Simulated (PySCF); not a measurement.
C₂H₈InN. Atoms are numbered in the order given.

```xyz
12

In    -0.3119    -0.5084     0.0000
H     -1.4130    -1.8373     0.0000
C     -0.6267     1.6391     0.0000
C      0.6639     2.4481     0.0000
H     -1.2477     1.8791    -0.8790
H     -1.2477     1.8791     0.8790
H      1.2847     2.2333     0.8846
H      1.2847     2.2333    -0.8846
H      0.4690     3.5346     0.0000
N      1.6459    -1.0275     0.0000
H      1.9963    -1.9782     0.0000
H      2.4107    -0.3626     0.0000
```

Geometry optimised at PBE0-D3(BJ)/def2-SVP. The structure was generated by enumeration; whether it is a known compound was not checked. The def2 effective core potentials stand for the cores of In; spin–orbit coupling is left out. Other conformers were not sampled.

Calculation: CAM-B3LYP/def2-TZVP in PySCF.

ESP charges are fitted to the potential on shells at 1.4 to 2.0 van der Waals radii. Atomic charges (e):

```tsv
atom	Mulliken	ESP fit	Löwdin
In1	0.68	?	0.39
H2	-0.11	?	-0.09
C3	-0.46	-0.21	-0.47
C4	-0.38	0.11	-0.35
H5	0.12	0.01	0.14
H6	0.12	0.01	0.14
H7	0.12	?	0.12
H8	0.12	?	0.12
H9	0.12	?	0.12
N10	-0.79	?	-0.40
H11	0.23	0.36	0.14
H12	0.23	0.33	0.14
```

**Question.** Some entries are withheld; supply them. (Estimate from the structure and the level; the computed values follow.)

**Answer.** 
- In1, ESP fit: 0.71
- H2, ESP fit: -0.23
- H7, ESP fit: -0.01
- H8, ESP fit: -0.01
- H9, ESP fit: -0.03
- N10, ESP fit: -1.05
